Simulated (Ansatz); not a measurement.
CHNSi, SMILES `[C-]#[N+][SiH]` (lower singlet) (charge 0, multiplicity 1). This singlet lies 1.39 eV below the relaxed triplet at the level composite: frozen-core CCSD(T) with HF/cc-pVQZ and the correlation energy extrapolated as X^-3 from cc-pVTZ and cc-pVQZ, plus CCSDT(Q) minus CCSD(T) in cc-pVDZ // PBE0-D3(BJ)/def2-TZVP (Ansatz, a quantum-chemistry and plane-wave program).

Cartesian coordinates (Å):
```xyz
4

C      1.6316    -0.8674    -0.0887
N      0.6609    -0.2052    -0.1724
Si    -0.5822     1.0127    -0.3807
H     -1.7103     0.0598    -0.0050
```
Charge 0, spin multiplicity 1.

Frozen-core energies in cc-pVTZ from Ansatz at a geometry from PBE0-D3(BJ)/def2-TZVP; the HF reference has <S^2> = 0.00 (restricted, and unstable towards unrestricted orbitals) and the T1 diagnostic is 0.017.

| level | energy (Ha) | difference from CCSDT(Q) (mHa) |
|---|---|---|
| HF | -381.82001 | 463.61 |
| MP2 | -382.23514 | 48.48 |
| CCSD | -382.25909 | 24.53 |
| CCSD(T) | -382.28155 | 2.07 |
| CCSDT | -382.28206 | 1.56 |
| CCSDT(Q) | -382.28362 | 0.00 |
